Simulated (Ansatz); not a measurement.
Input file for `B[SiH](C)CC`:

```yaml
crystal:
  periodic: [false, false, false]
  atoms:
    - {symbol: B, position_ang: [0.123222, 0.922599, -1.941499]}
    - {symbol: Si, position_ang: [0.558480, -0.211316, -0.340187]}
    - {symbol: C, position_ang: [2.290603, 0.084424, 0.326719]}
    - {symbol: C, position_ang: [-0.716361, -0.105502, 1.044334]}
    - {symbol: C, position_ang: [-2.129056, -0.480078, 0.609320]}
    - {symbol: H, position_ang: [-0.992645, 1.270513, -2.204849]}
    - {symbol: H, position_ang: [0.975422, 1.239252, -2.722464]}
    - {symbol: H, position_ang: [0.497713, -1.601639, -0.911067]}
    - {symbol: H, position_ang: [2.385961, 1.093229, 0.736647]}
    - {symbol: H, position_ang: [3.035643, -0.027001, -0.464196]}
    - {symbol: H, position_ang: [2.530367, -0.624484, 1.122933]}
    - {symbol: H, position_ang: [-0.384293, -0.756160, 1.861227]}
    - {symbol: H, position_ang: [-0.701145, 0.912884, 1.449844]}
    - {symbol: H, position_ang: [-2.484386, 0.167749, -0.196120]}
    - {symbol: H, position_ang: [-2.842049, -0.399225, 1.434159]}
    - {symbol: H, position_ang: [-2.170177, -1.507947, 0.239299]}
basis:
  gaussian: {orbitals: def2-TZVPP}
correlation: {method: ccsd_t}
```

```sh
$ ansatz run in.yaml --threads 4 --pin off --events-out ev --progress --plain --max-ram 10444MiB
```

Log, shortened:

```
Functional definition: HF
1821 factors; integrals over basis functions are off by at most 1.0e-3 eV
mean field evaluation 1: about -11796.2927 eV, gradient 3.8e1 eV
mean field evaluation 2: about -11796.4983 eV, gradient 3.8e1 eV
mean field evaluation 4: about -11800.6509 eV, gradient 3.9e0 eV
mean field evaluation 8: about -11800.7148 eV, gradient 2.1e-1 eV
mean field -11800.71502489 eV, -433.6682783527 hartree, gradient 6.3e-6 eV, S^2 0.000000; 0 other end points of the search recorded, 0 dependent functions left out
9 core orbitals not correlated: weight in the atoms' cores, before any rotation towards them, 1.000 or more for the frozen orbitals, at most 0.000 for the correlated occupied ones
reference -11800.71502489 eV, -433.6682783527 hartree; 15, 15 occupied and 296, 296 virtual orbitals, 1821 factors
second order -20.68190824 eV of doubles, -0.00000000 eV of singles
cycle   1  -21.98736528 eV  change    -1.3e0 eV  update   9.3e-2
cycle   2  -22.57173835 eV  change   -5.8e-1 eV  update   2.8e-2
cycle   3  -22.63863727 eV  change   -6.7e-2 eV  update   1.0e-2
cycle   4  -22.63421204 eV  change    4.4e-3 eV  update   3.2e-3
cycle   5  -22.63366784 eV  change    5.4e-4 eV  update   1.5e-3
cycle   6  -22.63350757 eV  change    1.6e-4 eV  update   5.6e-4
cycle   7  -22.63344178 eV  change    6.6e-5 eV  update   2.1e-4
cycle   8  -22.63348533 eV  change   -4.4e-5 eV  update   7.8e-5
cycle   9  -22.63348835 eV  change   -3.0e-6 eV  update   2.7e-5
perturbative correction -0.83917612 eV, -0.0308391537 hartree
Total energy: -11824.18768936 eV, -434.5308828618 hartree
```

Run time 9.3 min (4 threads of an AMD EPYC 9R14 on a shared host); peak host memory 4.7 GiB.

The correlation energy is -23.473 eV, 3.6 % of it from (T); the T1 diagnostic reads 0.0102.
